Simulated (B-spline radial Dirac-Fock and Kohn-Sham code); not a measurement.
# Subshell cross sections of Sm, photon energy 100 eV

System: the Sm atom, configuration [Xe] 4f6 6s2.

Calculated with a radial atomic solver, using a relativistic central-field model (Hartree-Slater potential of the initial state, Latter tail, multipole expansion of the photon field, Dirac-Fock thresholds). The asymmetry parameter β is from the dipole term alone. Kinetic energies are from the vacuum level. Open shells are spread statistically over j, without multiplet splitting.

The last column is dσ/dΩ = σ/(4π) · [1 − (β/2) P₂(cos θ)] at θ = 90° from the beam of unpolarised light.

```
subshell  electrons  binding (eV)  kinetic (eV)  σ (kb)      β  dσ/dΩ (kb/sr)
   4f5/2       2.57          5.68         94.32    2040   0.39            178
   4f7/2       3.43          5.14         94.86    2730   0.39            239
      5s          2         51.21         48.79     116   1.77           13.3
   5p1/2          2         29.59         70.41     109   0.27           9.22
   5p3/2          4         26.06         73.94     218  -0.17           16.6
      6s          2          4.68         95.32    15.3   1.86           1.78
```

Branching ratios of the spin-orbit partners (statistical value in brackets): 4f 1.34 (1.33), 5p 2.01 (2.00).

At such low photon energies correlation between channels can change these cross sections by tens of per cent.
